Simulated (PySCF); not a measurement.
1-chloro-2-fluorocyclobutene (C4H4ClF), SMILES FC1=C(Cl)CC1.

Geometry optimised at PBE0-D3(BJ)/def2-SVP.

Computed with TDDFT-M06-2X/def2-SVPD in PySCF 2.14.0.

Vertical excitations. Gas-phase values at a fixed geometry. State labels are in the subgroup Cs.

```csv
state,symmetry,energy (eV),λ (nm),f,main pairs
S1,A",6.41,193,0.000,"HOMO→LUMO 62 %, HOMO→LUMO+2 27 %"
S2,A",6.79,183,0.004,"HOMO→LUMO+2 46 %, HOMO→LUMO 31 %, HOMO→LUMO+4 7 %"
S3,A',6.99,177,0.287,HOMO→LUMO+1 96 %
S4,A",7.36,168,0.014,HOMO→LUMO+3 92 %
S5,A",7.62,163,0.001,"HOMO→LUMO+4 69 %, HOMO→LUMO+2 11 %, HOMO→LUMO+8 10 %"
S6,A",7.88,157,0.000,HOMO−1→LUMO+1 90 %
S7,A',8.01,155,0.009,HOMO→LUMO+5 97 %
S8,A',8.17,152,0.011,"HOMO−1→LUMO+2 58 %, HOMO−1→LUMO 10 %, HOMO−1→LUMO+8 9 %"
S9,A",8.43,147,0.000,HOMO→LUMO+6 78 %
S10,A",8.61,144,0.027,"HOMO→LUMO+8 59 %, HOMO→LUMO+4 16 %"
T1,A',4.60,269,0,HOMO→LUMO+1 94 %
T2,A",6.16,201,0,"HOMO→LUMO+2 42 %, HOMO→LUMO 35 %, HOMO→LUMO+8 11 %, HOMO→LUMO+11 7 %"
T3,A",6.65,186,0,"HOMO→LUMO 55 %, HOMO→LUMO+2 19 %, HOMO→LUMO+4 10 %"
T4,A",7.34,169,0,HOMO→LUMO+3 86 %
```
Triplets are in the Tamm–Dancoff approximation, which puts them higher than full response would, so one can lie above its singlet here.
